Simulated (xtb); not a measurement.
F₃Lu, charge -1, doublet, at a GFN2-xTB geometry (such geometries of metal compounds can be far from the true shape) (the multiplicity is a formal guess); xtb with GFN0-xTB with ALPB(toluene).

xtb was given this input:
```
$ xtb mol.xyz --gfn 0 --chrg -1 --uhf 1 --alpb toluene --json

# file mol.xyz
4

Lu     0.00000000    -0.00000000    -0.00000000
F     -1.64100110    -1.00106838     0.04768510
F      0.01279139     1.79257428    -0.69556466
F      1.62820971    -0.79150590     0.64787956
```

Question: What does xtb print? Leave out banner, timings and long lists.

Answer: 
```
   ID    Z sym.   atoms
    1   71 Lu     1
    2    9 F      2-4

           -------------------------------------------------
          |                Calculation Setup                |
           -------------------------------------------------

           -------------------------------------------------
          |                 G F N 0 - x T B                 |
           -------------------------------------------------

      * Solvation model:               ALPB
        Solvent                        toluene
        Parameter file                 internal GFN-FF/ALPB
        Dielectric constant                2.3741E+00
        Reference state                gsolv [1 M gas/solution]
        Free energy shift                  3.1310E-03 Eh       1.9647E+00 kcal/mol
        Temperature                        2.9815E+02 K
        Density                            8.6700E-01 kg/L
        Solvent mass                       9.2140E+01 g/mol
        Interaction kernel             P16
        Born radius scaling (c1)           1.2697E+00
        Born radii integrator          GBOBC
        Born offset                        0.0000E+00 a0       0.0000E+00 AA
        H-bond correction              false
        Ion screening                  false
        Surface tension                    1.0000E-05 Eh       1.5569E+01 dyn/cm
        Grid points                               230 per atom

          ...................................................
          :                      SETUP                      :
          :.................................................:
          :  # basis functions                  22          :
          :  # atomic orbitals                  21          :
          :  # shells                            9          :
          :  # electrons                        25          :
          :  electronic temp.          300.0000000     K    :
          :  accuracy                    1.0000000          :
          :  -> integral cutoff          0.2500000E+02      :
          :  -> integral neglect         0.1000000E-07      :
          ...................................................

         :::::::::::::::::::::::::::::::::::::::::::::::::::::
         ::                     SUMMARY                     ::
         :::::::::::::::::::::::::::::::::::::::::::::::::::::
         :: total energy             -14.414151998009 Eh    ::
         :: total w/o Gsasa/hb       -14.417912409199 Eh    ::
         :: gradient norm              0.024264040303 Eh/a0 ::
         :: HOMO-LUMO gap              0.573345464117 eV    ::
         ::.................................................::
         :: H0 energy                -13.118165260130 Eh    ::
         :: repulsion energy           0.024750166585 Eh    ::
         :: electrostat energy        -1.320147753668 Eh    ::
         :: -> Gsolv                   0.000000000000 Eh    ::
         ::    -> Gsasa                0.000629426479 Eh    ::
         ::    -> Gshift               0.003130984711 Eh    ::
         :: dispersion energy         -0.000589150796 Eh    ::
         :: short-range corr.          0.000000000000 Eh    ::
         :: add. restraining           0.000000000000 Eh    ::
         :: total charge              -1.000000000000 e     ::
         :::::::::::::::::::::::::::::::::::::::::::::::::::::

           -------------------------------------------------
          |                Property Printout                |
           -------------------------------------------------

    * Orbital Energies and Occupations

         #    Occupation            Energy/Eh            Energy/eV
      -------------------------------------------------------------
         1        2.0000           -0.8415775             -22.9005
         2        2.0000           -0.7946099             -21.6224
         3        2.0000           -0.7946099             -21.6224
         4        2.0000           -0.4420057             -12.0276
         5        2.0000           -0.4420057             -12.0276
         6        2.0000           -0.4410752             -12.0023
         7        2.0000           -0.4405365             -11.9876
         8        2.0000           -0.4405365             -11.9876
         9        2.0000           -0.4399190             -11.9708
        10        2.0000           -0.4390967             -11.9484
        11        2.0000           -0.4390967             -11.9484
        12        2.0000           -0.4390394             -11.9469
        13        1.0000           -0.3299480              -8.9783 (HOMO)
        14        0.0000           -0.3088780              -8.4050 (LUMO)
        15        0.0000           -0.3088780              -8.4050
        16                         -0.2154881              -5.8637
        17                         -0.2154881              -5.8637
        18                         -0.0568712              -1.5475
        19                          0.1574380               4.2841
        20                          0.2139490               5.8218
        21                          0.2139490               5.8218
      -------------------------------------------------------------
                  HL-Gap            0.0210701 Eh            0.5733 eV
             Fermi-level            0.0000000 Eh            0.0000 eV

     #   Z          covCN         q      C6AA      α(0)
     1  71 Lu       1.903     0.558   172.521    29.198
     2   9 F        0.634    -0.519    15.197     4.494
     3   9 F        0.634    -0.519    15.197     4.494
     4   9 F        0.634    -0.519    15.197     4.494

 Mol. C6AA /au·bohr⁶  :        569.187760
 Mol. C8AA /au·bohr⁸  :      48703.865201
 Mol. α(0) /au        :         42.680926

Wiberg/Mayer (AO) data.
largest (>0.10) Wiberg bond orders for each atom

 ---------------------------------------------------------------------------
     #   Z sym  total        # sym  WBO       # sym  WBO       # sym  WBO
 ---------------------------------------------------------------------------
     1  71 Lu   2.165 --     3 F    0.722     4 F    0.722     2 F    0.722
     2   9 F    0.739 --     1 Lu   0.722
     3   9 F    0.739 --     1 Lu   0.722
     4   9 F    0.739 --     1 Lu   0.722
 ---------------------------------------------------------------------------

Topologies differ in total number of bonds
Writing topology from bond orders to xtbtopo.mol

 dipole moment from electron density (au)
     X       Y       Z
   0.0000   0.0000  -0.0000  total (Debye):    0.000

           -------------------------------------------------
          | TOTAL ENERGY              -14.414151998009 Eh   |
          | GRADIENT NORM               0.024264040303 Eh/α |
          | HOMO-LUMO GAP               0.573345464117 eV   |
           -------------------------------------------------

normal termination of xtb
```
